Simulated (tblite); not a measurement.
C₅H₁₀Si.
Z-matrix (Å and degrees, GFN2-xTB geometry), rows numbered from 1:
```
C 
C   1  1.3268
C   2  1.4627  1  126.37
Si  3  1.9110  2  121.15  1    51.48
C   3  1.5385  2  121.00  1   -26.25
C   5  1.5103  3  116.19  4   116.24
H   1  1.0769  2  122.32  3     0.64
H   1  1.0761  2  121.64  3  -179.66
H   2  1.0841  1  118.78  3   178.56
H   3  1.0851  2  112.71  1  -165.10
H   4  1.4524  3  117.56  5  -104.33
H   4  1.4494  3  116.89  5   105.57
H   5  1.0849  3  113.68  4  -111.96
H   6  1.0906  5  110.31  3    73.62
H   6  1.0890  5  110.92  3  -166.61
H   6  1.0882  5  110.93  3   -46.23
```

Calculated harmonic vibrations of the isolated species, GFN2-xTB (tblite), most abundant isotopes, no scaling. Errors from tens to a few hundred cm⁻¹ against measured bands are possible. Modes of hydrogen on silicon can be 10 to 20 % off. One conformer, not necessarily the lowest.

Harmonic wavenumbers (cm⁻¹): 90.1, 158.1, 185.9, 210.1, 266.0, 321.2, 423.5, 478.8, 518.6, 549.8, 576.5, 701.3, 715.5, 731.7, 854.2, 862.4, 947.0, 963.2, 1000.2, 1008.9, 1076.4, 1098.9, 1134.9, 1156.3, 1269.2, 1310.0, 1355.4, 1413.3, 1420.8, 1501.2, 1504.6, 1683.1, 2351.2, 2382.0, 2990.1, 3012.1, 3013.7, 3020.6, 3027.0, 3034.9, 3104.7, 3126.7.

A = 4023, B = 2178, C = 1684 MHz; mass 98.055 u (most abundant isotopes); point group C1, symmetry number 1.

Task: Zero-point energy?

Result: Half the sum of the wavenumbers: 28275 cm⁻¹ = 338.25 kJ/mol.

Task: Give the ideal-gas entropy at 350 K and 1 bar in the rigid-rotor, harmonic-oscillator model (classical rotation).

Result: Translation 169.38, rotation 116.97, vibration 95.79: S = 382.1 J/(mol K).

Task: And Cp and H(350 K) − H(0)?

Result: Cp = 152.42 J/(mol K), of which vibrations give 119.16 (their classical limit is 42 R = 349.2); H(350 K) − H(0) = 31.07 kJ/mol without the zero-point energy, 19.43 from vibrations.

Task: Which modes carry the vibrational entropy at 350 K?

Result: 90.1 cm⁻¹: 16.62; 158.1 cm⁻¹: 12.04; 185.9 cm⁻¹: 10.75; 210.1 cm⁻¹: 9.79; 266.0 cm⁻¹: 7.97; 321.2 cm⁻¹: 6.58 J/(mol K); the other 36 give 32.03 together.

Task: Blend soft modes into free rotors: weight 1/[1 + (100 cm⁻¹/ν̃)⁴] for the oscillator and the rest for a rotor with moment μB/(μ + B), μ = h/(8π²ν), B = 10⁻⁴⁴ kg m². What vibrational entropy results?

Result: 93.43 J/(mol K) in place of 95.79, which changes −T·S at 350 K by +0.83 kJ/mol.

Task: What must be added to the electronic energy to get the Gibbs energy at 350 K and 1 bar?

Result: ZPE + [H(350 K) − H(0)] − T·S = 338.25 + 31.07 − 133.75 = 235.57 kJ/mol.

Hindered rotation and anharmonicity are outside this model. Other conformers, if any are populated, would add a mixing term that is left out. The structure is chiral; the term R ln 2 for an equal mix with its mirror image is left out.
